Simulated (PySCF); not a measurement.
## Frontier levels across methods

Triethylborane, C₆H₁₅B.
Structure used (PBE0-D3(BJ)/def2-SVP), in Å, numbered top down from 1:
```xyz
22
C6H15B angstrom
C     -1.9789   -1.8033   -0.1846
C     -1.0379   -1.1261    0.8227
B     -0.1424   -0.0738    0.0562
C     -0.5384    1.4499    0.1190
C      0.1717    2.4415   -0.7932
C      1.1446   -0.5717   -0.7087
C      2.3424   -0.4420    0.2464
H     -2.6494   -1.0739   -0.6673
H     -1.4199   -2.3108   -0.9870
H     -2.6176   -2.5602    0.2966
H     -0.4088   -1.8998    1.2974
H     -1.6374   -0.6576    1.6215
H     -1.6369    1.5186    0.0036
H     -0.3900    1.7256    1.1841
H     -0.1641    3.4773   -0.6300
H      1.2620    2.4259   -0.6392
H     -0.0026    2.2071   -1.8552
H      1.3436    0.0234   -1.6154
H      1.0491   -1.6252   -1.0221
H      3.2790   -0.7767   -0.2255
H      2.2027   -1.0466    1.1568
H      2.4959    0.6001    0.5700
```

Basis pcSseg-1 throughout (PySCF), one geometry. The structure is a single PBE0-D3(BJ)/def2-SVP conformer in the gas phase; no vibrational or solvent corrections.

How do the orbital energies, the gap and the dipole change with the method?

```
 method                    kind  HOMO (eV)  LUMO (eV)  gap (eV)  μ (D)  SCF cycles
   OPBE                     GGA      -6.49      -1.13      5.37   0.11          14
    PBE                     GGA      -6.55      -1.33      5.21   0.11          13
  B97-D                     GGA      -6.56      -1.12      5.44   0.10          13
   BP86                     GGA      -6.65      -1.39      5.26   0.11          13
  B97-2           global hybrid      -7.65      -0.32      7.33   0.10          12
   PBE0           global hybrid      -7.89      -0.34      7.55   0.10          12
wB97X-D  range-separated hybrid      -9.80       1.54     11.34   0.10          11
LC-wPBE  range-separated hybrid     -10.66       1.99     12.65   0.11          11
     HF            Hartree–Fock     -11.18       3.37     14.54   0.09          10
```

The HOMO spans 4.69 eV, from OPBE down to HF, and the gap runs from 5.21 eV (PBE) to 14.54 eV (HF). Over the methods OPBE (0 %), PBE (0 %), B97-D (0 %), BP86 (0 %), B97-2 (21 %), PBE0 (25 %), HF (100 %), a straight line through the gap against the share of exact exchange rises by 0.92 eV for each 10 % (correlation coefficient 1.000). The dipole ranges from 0.09 D (HF) to 0.11 D (OPBE). This basis has no diffuse functions.

The vertical ΔSCF ionisation energy at B3LYP/def2-SVPD is 9.71 eV; −ε(HOMO) comes closest to it with wB97X-D (9.80 eV).
